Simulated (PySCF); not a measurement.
**Electronic absorption of C5H5FOS**

Species: C5H5FOS.
Geometry (GFN2-xTB, Å), atoms numbered from 1 in this order:
```
atom  x, y, z in Å
O1    -2.367    0.819    0.754
C2    -1.827   -0.019   -0.243
C3    -0.330   -0.055   -0.216
C4     0.479   -0.860    0.522
C5     1.857   -0.590    0.355
C6     2.055    0.431   -0.513
F7     3.227    0.937   -0.895
S8     0.590    1.091   -1.150
H9    -2.048    1.719    0.618
H10   -2.173    0.292   -1.238
H11   -2.222   -1.015   -0.027
H12    0.104   -1.630    1.170
H13    2.652   -1.118    0.846
```

Level of theory: TDDFT PBE0/def2-SVPD, vertical, gas phase, core orbitals frozen in the response in PySCF.

Problem. List the vertical singlet excitations with oscillator strengths and describe the spectrum.

Solution. 

```csv
state,E (eV),E (hartree),f,"main configurations (H = HOMO, L = LUMO)"
S1,5.31,0.1950,0.036,"H→L+1 (68%), H→L (28%)"
S2,5.49,0.2018,0.093,"H→L (68%), H→L+1 (27%)"
S3,5.93,0.2181,0.041,"H-1→L (68%), H→L+2 (9%), H-1→L+1 (8%)"
S4,6.07,0.2230,0.0060,H-1→L+1 (83%)
S5,6.26,0.2300,0.023,H→L+2 (78%)
S6,6.36,0.2338,0.0024,H-2→L (95%)
```

Triplets, Tamm–Dancoff:

```csv
state,E (eV),λ (nm),"main configurations (H = HOMO, L = LUMO)"
T1,3.56,348.7,H→L (94%)
T2,4.77,259.9,H-1→L (88%)
```

The lowest singlet lies at 5.31 eV (234 nm, ultraviolet) and is of moderate strength; its leading configuration is HOMO→LUMO+1 (68%). The strongest level in the table is S2 at 5.49 eV (226 nm, f = 0.093). Löwdin shares by element: HOMO carbon 76% or more (atoms not listed hold the other 24%); LUMO carbon 52% or more, sulfur 22% (atoms not listed hold the other 26%). The listed states span 1.05 eV, and the widest gap between neighbours is 0.44 eV (S2 to S3). The oscillator strengths of these states sum to 0.201; summed over the whole spectrum of an exact calculation they would give the number of electrons, 68 (Thomas–Reiche–Kuhn). Weighted by f, the mean energy of these states is 5.66 eV. No computed singlet lies in the visible range (380 to 750 nm); the lowest, at 234 nm, stands 2.04 eV above its violet end (3.26 eV). The window holds the lowest 6 singlets.

The run took 55 s on one thread, Arm Neoverse N1 (aarch64), shared host with 64 logical CPUs at a one-minute load of 55, and the process peaked at 0.80 GiB of memory.

One conformer stands for the species.
